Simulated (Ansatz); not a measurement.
Reaction (isomerisation): `C[SiH]1N=C[Se]1` → `N=C=C([SiH3])[SeH]`

Calculated with Ansatz (gas phase, PBE0-D4/def2-TZVP geometries, no zero-point term in ΔE). CBS: MP2 limit from def2 TZ/QZ plus the TZ coupled-cluster correction, frozen cores. DFT in def2-TZVPP. HSE06 is defined as in plane-wave codes. For Se outer-core shells are correlated without core-valence functions, which leaves a few kJ/mol of doubt a bond. Scalar relativity is left out up to krypton. Each species was taken in one conformer, which may not be the lowest.

```csv
level,ΔE (eV),difference from CCSD(T)/CBS
r2SCAN-D4,2.07,-0.11
HSE06-D4,2.12,-0.06
ωB97X-V,2.09,-0.09
B2PLYP,1.99,-0.19
BLYP,1.76,-0.42
r2SCAN,2.08,-0.10
PBE0,2.12,-0.06
r2SCANh,2.11,-0.07
HF/CBS(def2),1.87,-0.31
MP2/CBS(def2),2.28,0.10
CCSD(T)/CBS,2.18,0
```

Largest T1 diagnostic among the species: 0.013.

In def2-TZVPP, CCSD(T) changes the Hartree–Fock value by +0.20 eV (the triples alone add +0.02 eV) and MP2 by +0.31 eV. Leaving LDA and LC-ωPBE aside and taking each functional with its dispersion term where it has one, the values, not all of them listed here, spread over 0.44 eV, from BLYP-D4 to PBE-QIDH. LDA lies +0.10 eV from PBE without D4.

CCSD(T)/CBS has its own doubt, a few kJ/mol and more with outer-core shells, so smaller differences from it don't rank the levels.
